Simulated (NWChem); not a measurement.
System: CH3F3OSi; SMILES C([Si](F)(F)F)O

```xyz
9

O      0.1804     2.3100    -0.0212
C     -0.7985     1.3042    -0.1423
Si    -0.0324    -0.3879    -0.0251
F      0.7962    -0.8144    -1.3275
F     -1.1145    -1.5402     0.2472
F      0.9988    -0.3785     1.2093
H      0.5966     2.2272     0.8443
H     -1.6184     1.3986     0.5988
H     -1.2755     1.4219    -1.1290
```
Atoms are numbered in this order, from 1.

Results from NWChem. Pople sets run with spherical d functions. Geometry: optimised at PBE0/def2-SVP. B3LYP is NWChem's, with the RPA form of VWN correlation. Atomic charges in e: unrestrained fits to the electrostatic potential beside Mulliken populations; buried atoms are poorly determined by the fit.

For level B3LYP/def2-SVP:

| Item | Value |
|---|---|
| Mulliken O1 | -0.31 |
| Mulliken C2 | -0.04 |
| ESP Si3 | 0.98 |
| Mulliken Si3 | 1.04 |
| Mulliken F4 | -0.31 |
| Mulliken F5 | -0.32 |

**Question.** What are these values for level Hartree-Fock/6-31G*?

**Answer.** 
| Quantity | Result |
|---|---|
| Mulliken O1 | -0.76 |
| Mulliken C2 | -0.28 |
| ESP Si3 | 1.13 |
| Mulliken Si3 | 1.73 |
| Mulliken F4 | -0.51 |
| Mulliken F5 | -0.52 |
